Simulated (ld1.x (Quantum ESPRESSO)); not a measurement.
**Re (Z = 75): excitation energies, all-electron against PAW**

| Quantity | Value |
| --- | --- |
| Element | Re |
| Generator | ld1.x (Quantum ESPRESSO) 7.5 |
| Type | PAW |
| Functional | PBEsol |
| Relativity | fully relativistic |
| Frozen core | [Kr] 4d10 4f14 |
| Valence charge | 15 |
| Reference configuration | 5s2 5p6 5d5 6s2 6p0 |
| Partial waves | 5s (bound): rcut 1.35, rcutus 1.45 bohr; 6s (bound): rcut 1.35, rcutus 1.45 bohr; 5p (bound): rcut 1.60, rcutus 1.80 bohr; 6p (bound, empty): rcut 1.60, rcutus 1.80 bohr; 5d (bound): rcut 1.90, rcutus 2.65 bohr; 5d channel at 2.15 Ry: rcut 1.90, rcutus 2.65 bohr |
| Local potential | all-electron potential smoothed inside 1.65 bohr (lloc = -1) |
| Core correction | a·sin(br)/r model core, default radius (core density twice the valence density) |
| Augmentation charge | BESSEL, radius 1.25 bohr |

Open shells are filled in proportion to 2j + 1 (rel_dist='average').

Energies are relative to the spin-unpolarised reference configuration 5s2 5p6 5d5 6s2 6p0; without spin polarisation the order of configurations can differ from experiment.

```csv
valence configuration,charge,ΔE all-electron (eV),error AE − PS (meV)
5s2 5p6 5d5 6s1 6p0,+1,9.299,+0.4
5s2 5p6 5d5 6s0 6p0,+2,25.645,+4.0
5s2 5p5 5d5 6s2 6p0,+1,53.621,-39
5s2 5p6 5d4 6s2 6p1,0,5.054,+1.0
5s2 5p6 5d3 6s0 6p0,+4,92.155,-44
```

Task: What are ΔE and the potential's error for 5s2 5p6 5d4 6s0 6p0?

Result: ΔE = 52.795 eV all-electron; the error (AE − PS) is +0.5 meV.

Task: What are ΔE and the potential's error for 5s2 5p6 5d6 6s1 6p0?

Result: ΔE = 0.943 eV all-electron; the error (AE − PS) is +0.4 meV.

Levels in the configuration 5s2 5p5 5d5 6s2 6p0:

```
   level  all-electron (eV)  pseudo (eV)
5s j=1/2            -97.929      -98.054
5p j=1/2            -67.525      -67.637
5p j=3/2            -56.182      -56.261
5d j=3/2            -16.584      -16.628
5d j=5/2            -15.516      -15.555
6s j=1/2            -14.021      -14.017
```

The ghost test of this file was not conclusive.
